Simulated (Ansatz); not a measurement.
Relaxation of C2H9AlSSi2 (15 atoms, charge 0, multiplicity 1), to a largest force component of 0.02 eV/Å in at most 50 steps.

Computed with Ansatz, RKS PBE0-D4/6-31G.

```xyz
15
Properties=species:S:1:pos:R:3:forces:R:3
C -1.353 -1.827 -0.192 -1.94 2.67 -0.31
Si -0.072 -1.683 1.099 0.55 -2.02 0.54
S 0.277 0.374 1.621 0.47 1.17 0.40
C 1.089 0.840 0.017 -0.02 -0.13 0.25
Al 1.666 2.673 -0.003 0.56 0.45 -1.09
Si -0.221 1.709 -1.085 0.32 1.20 -0.02
H -1.649 -2.842 -0.362 -0.16 -0.74 -0.10
H -2.255 -1.199 0.129 0.84 -1.06 -0.40
H -1.023 -1.335 -1.112 0.10 -0.32 -0.13
H 1.167 -2.300 0.619 0.70 0.04 0.08
H -0.528 -2.406 2.317 -0.10 0.07 0.43
H 0.443 1.402 2.526 -0.53 -0.67 0.93
H 2.601 3.893 0.412 0.17 -0.10 0.41
H -1.464 2.251 -0.449 -0.46 -0.14 -0.25
H 0.041 1.703 -2.526 -0.50 -0.42 -0.73
```

Problem. Where does it end, and by what steps?

Solution. The run converged. The force dipped under the threshold on the way, but the program's further checks kept it going. Limits of this set-up: no polarisation functions. After 23 steps the energy has fallen by 3.094 eV; H13 moved furthest, 2.05 Å.

```json
{"step": "0", "energy less start (eV)": "0.0000", "largest force component (eV/Å)": "2.667", "accepted": "yes"}
{"step": "1", "energy less start (eV)": "-0.9383", "largest force component (eV/Å)": "0.878", "accepted": "yes"}
{"step": "2", "energy less start (eV)": "-1.5380", "largest force component (eV/Å)": "1.306", "accepted": "yes"}
{"step": "3", "energy less start (eV)": "-1.9438", "largest force component (eV/Å)": "1.277", "accepted": "yes"}
{"step": "4", "energy less start (eV)": "-2.2727", "largest force component (eV/Å)": "1.500", "accepted": "yes"}
{"step": "5", "energy less start (eV)": "-2.5147", "largest force component (eV/Å)": "1.690", "accepted": "yes"}
{"step": "6", "energy less start (eV)": "-2.7666", "largest force component (eV/Å)": "1.133", "accepted": "yes"}
{"step": "7", "energy less start (eV)": "-2.9212", "largest force component (eV/Å)": "0.806", "accepted": "yes"}
{"step": "8", "energy less start (eV)": "-2.9922", "largest force component (eV/Å)": "0.326", "accepted": "yes"}
{"step": "9", "energy less start (eV)": "-3.0167", "largest force component (eV/Å)": "0.278", "accepted": "yes"}
{"step": "10", "energy less start (eV)": "-3.0319", "largest force component (eV/Å)": "0.296", "accepted": "yes"}
{"step": "11", "energy less start (eV)": "-3.0446", "largest force component (eV/Å)": "0.084", "accepted": "yes"}
{"step": "12", "energy less start (eV)": "-3.0500", "largest force component (eV/Å)": "0.055", "accepted": "yes"}
{"step": "13", "energy less start (eV)": "-3.0563", "largest force component (eV/Å)": "0.074", "accepted": "yes"}
{"step": "14", "energy less start (eV)": "-3.0638", "largest force component (eV/Å)": "0.117", "accepted": "yes"}
{"step": "15", "energy less start (eV)": "-3.0699", "largest force component (eV/Å)": "0.173", "accepted": "yes"}
{"step": "16", "energy less start (eV)": "-3.0761", "largest force component (eV/Å)": "0.148", "accepted": "yes"}
{"step": "17", "energy less start (eV)": "-3.0851", "largest force component (eV/Å)": "0.099", "accepted": "yes"}
{"step": "18", "energy less start (eV)": "-3.0893", "largest force component (eV/Å)": "0.079", "accepted": "yes"}
{"step": "19", "energy less start (eV)": "-3.0919", "largest force component (eV/Å)": "0.119", "accepted": "yes"}
{"step": "20", "energy less start (eV)": "-3.0928", "largest force component (eV/Å)": "0.075", "accepted": "yes"}
{"step": "21", "energy less start (eV)": "-3.0935", "largest force component (eV/Å)": "0.037", "accepted": "yes"}
{"step": "22", "energy less start (eV)": "-3.0939", "largest force component (eV/Å)": "0.015", "accepted": "yes"}
{"step": "23", "energy less start (eV)": "-3.0939", "largest force component (eV/Å)": "0.009", "accepted": "yes"}
```

```xyz
15
Properties=species:S:1:pos:R:3
C -0.812 -1.831 -0.368
Si -0.065 -1.606 1.350
S -0.591 0.613 1.826
C 0.227 1.451 0.418
Al 1.760 2.036 -0.443
Si -0.560 2.318 -1.068
H -0.412 -2.729 -0.848
H -1.901 -1.912 -0.319
H -0.544 -0.958 -0.973
H 1.431 -1.622 1.402
H -0.662 -2.461 2.434
H 0.261 0.797 2.902
H 3.356 2.176 -0.409
H -1.447 3.530 -0.834
H -1.322 1.450 -2.062
```

Whether the end is a true minimum wasn't checked by a vibrational analysis.

The run took 110 s on 2 threads of Arm Neoverse V1 (shared host), peak memory 0.25 GiB.
